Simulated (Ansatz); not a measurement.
The same path of C₂H₆ClGaO (11 atoms, charge 0, multiplicity 1) was run twice with different band settings. The coordinate that changes most is the dihedral C2–O3–Ga4–Cl5.

Computed with RKS r2SCAN/def2-SVP in Ansatz 0.2.0.

Relaxed end points:

```xyz
11
Properties=species:S:1:pos:R:3
C 0.766 1.382 0.144
C 0.129 0.213 0.872
O -0.993 -0.280 0.159
Ga -0.915 -1.688 -0.917
Cl -2.753 -2.038 -1.952
H 1.171 1.062 -0.831
H 1.590 1.814 0.733
H 0.017 2.168 -0.041
H -0.228 0.537 1.867
H 0.886 -0.579 1.050
H 0.329 -2.591 -1.083
```

```xyz
11
Properties=species:S:1:pos:R:3
C 0.496 1.390 0.068
C 0.120 0.194 0.922
O -1.020 -0.476 0.405
Ga -0.974 -1.687 -0.886
Cl 1.007 -2.212 -1.555
H 0.808 1.064 -0.938
H 1.333 1.947 0.518
H -0.361 2.074 -0.036
H -0.137 0.520 1.946
H 0.983 -0.494 1.004
H -2.256 -2.321 -1.449
```

Common settings: movable images 5; climbing image yes; optimiser quadratic models (default); start path IDPP; force threshold 0.05 eV/Å; end points relaxed.

| run | spring | iteration limit |
| --- | --- | --- |
| 1 | 5.0 eV/Å² | 49 |
| 2 | 50.0 eV/Å² | 58 |

What does each run give, and how far can it be trusted?

Run 1: converged after 17 iterations, highest image 0.147 eV above the first end. The dihedral C2–O3–Ga4–Cl5 jumps by 97° between images 3 and 4, so the path isn't resolved there. A vibrational analysis at the climbing image gives one clearly imaginary mode, 95i cm⁻¹: a first-order saddle point.
Run 2: converged after 18 iterations, highest image 0.147 eV above the first end. The dihedral C2–O3–Ga4–Cl5 jumps by 99° between images 3 and 4, so the path isn't resolved there. Another band between the same ends (5 images) ends at a top of the same energy, where a vibrational analysis finds 1 clearly imaginary mode.
